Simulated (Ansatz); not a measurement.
This geometry of AlBrH2OSi (6 atoms, charge 0, multiplicity 1) is a first-order saddle point.

Method: RKS revPBE/def2-SVP (Ansatz 0.2.0).

```xyz
6
Properties=species:S:1:pos:R:3
Br -0.697 -3.226 0.166
Al -0.111 -1.049 0.240
O -1.111 0.390 0.145
Si 1.015 1.009 0.063
H 1.297 1.356 -1.397
H -0.352 1.456 0.736
```

Q: Which two structures does it join? (They come from a converged band through this point; their orientation in space is the band's.)

A: Bonds broken: Si4–H6. Bonds formed: O3–H6.

Initial state:

```xyz
6
Properties=species:S:1:pos:R:3
Br -0.781 -3.438 0.331
Al -0.142 -1.271 0.175
O -1.015 0.135 -0.469
Si 0.454 0.950 -0.008
H 1.231 1.566 -1.145
H 0.294 1.995 1.069
```

Final state:

```xyz
6
Properties=species:S:1:pos:R:3
Br -1.020 -2.870 0.441
Al 0.244 -1.034 -0.106
O -0.598 0.596 0.254
Si 1.374 1.095 -0.100
H 1.047 1.218 -1.609
H -1.005 0.932 1.075
```

Q: How far does it lie above each of them?

A: 2.53 eV above the first and 1.66 eV above the second. This is the barrier of this one path; another mechanism may lie lower. The orbitals stay closed-shell, which can raise the energy where a bond breaks towards radicals; this wasn't checked here.

The run took 71 s on 2 threads of Intel(R) Xeon(R) Platinum 8488C (Sapphire Rapids) (shared host), peak memory 0.15 GiB.
